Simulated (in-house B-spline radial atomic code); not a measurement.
## B3LYP (VWN-RPA) excitations of Zn²⁺

Method: B3LYP (VWN-RPA). Computed with an all-electron radial atomic-structure program (B-spline basis): linear response of the closed shell [Ar] 3d10 with the functional's adiabatic kernel; non-relativistic, point nucleus, no spin-orbit coupling, no double excitations, S, P, D and F terms only. Only terms of natural parity with L up to 3 were computed.

Without relativity these are model numbers for so heavy an element.

Command:
```bash
python run_td.py task.json out
```
Settings (radii: box in bohr, nucleus in fm):
```
Z                        30
electrons                28
configuration            [Ar] 3d10
hamiltonian              nr
method                   b3lyp
box_radius               29.48
intervals                55
```

Time taken, with all properties: 1.8 s on 1 thread of Arm Neoverse N1, on a shared host.

The lowest states, in the order of their Tamm-Dancoff energies; the method's threshold (minus the highest occupied level) is 33.58 eV. Labels give the largest channel, * marks a mixed state, and oscillator strengths are full-response dipole values. Semilocal kernels can invert the small singlet-triplet splittings of Rydberg terms. Energies in eV:

| state | full response | Tamm-Dancoff | oscillator strength |
| --- | --- | --- | --- |
| 3d → 4s 3D | ? | ? | - |
| 3d → 4s 1D | 9.333 | 9.344 | - |
| 3d → 4p 3P | 15.796 | 15.819 | - |
| 3d → 4p 3F | 15.906 | 15.923 | - |
| 3d → 4p 1F | 16.227 | 16.228 | - |
| 3d → 4p 1P | 16.970 | 17.047 | 0.45 |
| 3d → 5s 3D | 24.285 | 24.289 | - |
| 3d → 5s 1D | 24.377 | 24.379 | - |
| 3d → 4d 3S | 24.497 | 24.521 | - |
| 3d → 4d 3D | 24.754 | 24.760 | - |
| 3d → 4d 1D | 24.969 | 24.977 | - |
| 3d → 5p 3P | 26.299 | 26.303 | - |
| 3d → 5p 3F | 26.320 | 26.323 | - |
| 3d → 5p 1F | ? | ? | - |
| 3d → 4d 1S | 26.225 | 26.408 | - |
| 3d → 5p 1P | 26.535 | 26.551 | 0.0426 |

Where does 3d → 4s 3D lie?

At 8.736 eV in full response, 8.760 eV in Tamm-Dancoff.

Where does 3d → 5p 1F lie?

At 26.383 eV in full response, 26.384 eV in Tamm-Dancoff.

How large is the singlet-triplet splitting of 3d → 4s (D terms) in Tamm-Dancoff?

0.584 eV, from the unrounded values.

What polarisabilities and dispersion coefficient does the method give?

Dipole 2.748 bohr³, quadrupole 8.875 bohr⁵, C6 7.318 hartree·bohr⁶ for two such species.
